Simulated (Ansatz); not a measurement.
Molecule: C4H7O, net charge 0, doublet state. It need not be the lowest isomer of its formula. 
Coordinates optimised at B3LYP-D3(BJ)/def2-TZVP (Ansatz, an electronic-structure program):
SMILES: [CH2]C(C)C=O
```xyz
12

C     -0.9490    -1.0126    -0.7098
C      0.2445    -0.1592    -0.5083
C      1.4775    -0.9371    -0.0034
C     -0.0127     1.0292     0.3962
O     -1.0713     1.3209     0.8849
H     -1.9155    -0.6963    -0.3481
H     -0.8617    -1.9417    -1.2547
H      0.5466     0.3001    -1.4686
H      1.7415    -1.7230    -0.7108
H      2.3408    -0.2778     0.1075
H      1.2690    -1.4026     0.9607
H      0.8881     1.6519     0.5872
```
Charge 0, spin multiplicity 2.

Quantity: atomisation energy (electronic, to ground-state atoms), in eV. Cores are frozen in the correlated levels unless marked. UHF or UKS for open shells. No spin-orbit coupling. No relativistic terms. The coupled-cluster limit lacks core correlation, which all-electron functionals hold. CBS marks a two-point X^-3 extrapolation of the correlation energy; Hartree-Fock from the larger set. [CCSD(T)-MP2]/basis is that difference in the basis named.

```json
[
 {"level": "B3LYP-D4/def2-TZVPD", "program": "Ansatz + dftd4", "atomisation energy (eV)": "___"},
 {"level": "PBE0-D3(BJ)/def2-TZVPD", "program": "Ansatz + dftd3", "atomisation energy (eV)": "50.65"},
 {"level": "BHLYP-D3(BJ)/def2-TZVPD", "program": "Ansatz + dftd3", "atomisation energy (eV)": "___"},
 {"level": "LC-wPBE-D3(BJ)/def2-TZVPD", "program": "Ansatz + dftd3", "atomisation energy (eV)": "50.51"},
 {"level": "B2GP-PLYP-D4/def2-TZVPD", "program": "Ansatz + dftd4", "atomisation energy (eV)": "49.59"},
 {"level": "RI-MP2/CBS(cc-pVTZ,cc-pVQZ)+[CCSD(T)-MP2]/cc-pVTZ", "program": "Ansatz", "atomisation energy (eV)": "___"}
]
```

Some entries are withheld; supply them.


- B3LYP-D4/def2-TZVPD, atomisation energy (eV): 50.24
- BHLYP-D3(BJ)/def2-TZVPD, atomisation energy (eV): 48.78
- RI-MP2/CBS(cc-pVTZ,cc-pVQZ)+[CCSD(T)-MP2]/cc-pVTZ, atomisation energy (eV): 50.14
